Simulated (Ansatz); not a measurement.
Total energies of (Cl)2Al-O-SiH3 (AlSiCl2OH3) from Ansatz at PBE-D4/def2-TZVP, gas phase (1 Eh = 27.2114 eV = 2625.5 kJ/mol). The reference geometry is relaxed at r2SCAN-D4/def2-SVP.

```csv
state,geometry,energy (Eh)
charge 0 singlet,reference,-1528.92606
charge 1 doublet,reference,-1528.55312
free Al atom (doublet),–,-242.22759
free Cl atom (doublet),–,-459.95840
free O atom (triplet),–,-75.00967
free Si atom (triplet),–,-289.22285
free H atom (doublet),–,-0.49962
```

Question: Work out the vertical ionisation energy to the doublet.

Answer: E(charge 1 doublet) − E(charge 0 singlet) = -1528.55312 − (-1528.92606) = 0.37294 Eh = 10.15 eV. For comparison, −ε of the highest occupied level is 7.53 eV at this level, 2.62 eV less.

Question: What is the binding energy per atom against free atoms?

Answer: Atoms: 1 × (-242.22759) + 2 × (-459.95840) + 1 × (-75.00967) + 1 × (-289.22285) + 3 × (-0.49962) = -1527.87577 Eh. Binding: -1527.87577 − (-1528.92606) = 1.05029 Eh = 28.58 eV, or 3.57 eV for each of 8 atoms (no zero-point energy, no counterpoise term).

At PBE-D4/def2-TZVP the gap within one spin of the charge 1 doublet nearly closes, so an electron or hole may be smeared out by delocalisation error.
